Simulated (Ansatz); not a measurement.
A run for Ansatz (a quantum-chemistry and plane-wave program): R-PBE/def2-TZVPPD on CH5FS (a complex). Files ending in .json are basis or fitting sets from the Basis Set Exchange.

Ansatz 0.2 input:
```yaml
crystal:
  periodic: [false, false, false]
  atoms:
    - {symbol: F, position_ang: [0.31125763, 0.51762906, -0.58608291]}
    - {symbol: H, position_ang: [0.47660562, 0.05954985, 0.22383835]}
    - {symbol: C, position_ang: [0.22612693, 1.17842446, 2.81184863]}
    - {symbol: S, position_ang: [0.62349914, -0.52910083, 2.30399625]}
    - {symbol: H, position_ang: [-0.14104048, 1.19934672, 3.83476581]}
    - {symbol: H, position_ang: [1.16055890, 1.73304222, 2.75476458]}
    - {symbol: H, position_ang: [-0.49346416, 1.62526909, 2.13086053]}
    - {symbol: H, position_ang: [-0.62355323, -1.02449205, 2.37116449]}
basis:
  gaussian:
    orbitals: def2-TZVPPD.json
hamiltonian:
  xc: {name: PBE}
scf: {lower_state_search: off}
```

The log:

```
WARN ansatz: RAYON_NUM_THREADS=1 ignored (pool sized by the plan → 1); use --threads N
Functional definition: PBE
these checks for a lower state are left out or cut short: stability, starts, cluster_reference, orbital_swaps, neighbouring_geometries, increment
integrals: 0.11 GiB planned
984 factors; their error is unknown
mean field: 0.85 GiB planned
mean field evaluation 1: about -14656.1966 eV, gradient 6.4e1 eV
mean field evaluation 2: about -14638.4045 eV, gradient 1.1e2 eV
mean field evaluation 4: about -14664.3015 eV, gradient 7.6e0 eV
mean field evaluation 8: about -14664.4097 eV, gradient 2.9e-1 eV
mean field evaluation 16: about -14664.3838 eV, gradient 6.0e-4 eV
mean field -14664.38384875 eV, -538.9061665650 hartree, gradient 9.0e-6 eV, S^2 0.000000; 0 other end points of the search recorded, 0 dependent functions left out
reference -14664.38390738 eV, -538.9061687199 hartree; 18, 18 occupied and 195, 195 virtual orbitals, 984 factors
Total energy: -14664.38390738 eV, -538.9061687199 hartree
Checks for a lower state left out: stability, starts, cluster_reference, orbital_swaps, neighbouring_geometries, increment
```

The run converged.

Cost: roughly 3.0 core-seconds.
